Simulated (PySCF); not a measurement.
**GeO⁺: from constants to spectrum**

UHF-CCSD(T) constants of GeO⁺, ²Π (doublet), unpaired electrons π ↑ (Ge def2-SVP, O def2-SVP; no relativity (PySCF 2.14); masses 73.9212 and 15.9949 u):

- ωe: 728.3 cm⁻¹
- ωexe: 3.41 cm⁻¹
- Be: 0.40105 cm⁻¹
- αe: 0.00283 cm⁻¹
- De to Ge⁺ + O: 3.30 eV

What force constant and bond length do these constants imply?

Reduced mass μred = 13.150 u; k = 5.8918×10⁻⁷·μred·ωe² (u, cm⁻¹, mdyn/Å) = 4.11 mdyn/Å; Re = √(16.8576/(μred·Be)) (u, cm⁻¹, Å) = 1.788 Å.

Estimate the centrifugal constant D from the Kratzer relation and find the Dunham coefficient a1.

D = 4Be³/ωe² = 4.86e-07 cm⁻¹; a1 = −1 − αeωe/(6Be²) = -3.14.

Correlated steps freeze 10 core orbitals. Correlated levels converge slowly with the basis: in double zeta they bind strong bonds too weakly, by up to about 1 eV, and carry superposition errors of some tenths. Spin–orbit coupling is left out. For an ion De counts to the pair picked by the measured ionisation energies or electron affinities, which need not be the lowest pair at this level. The state is the lowest determinant that a PBE0 search found; another state may lie lower at other levels.
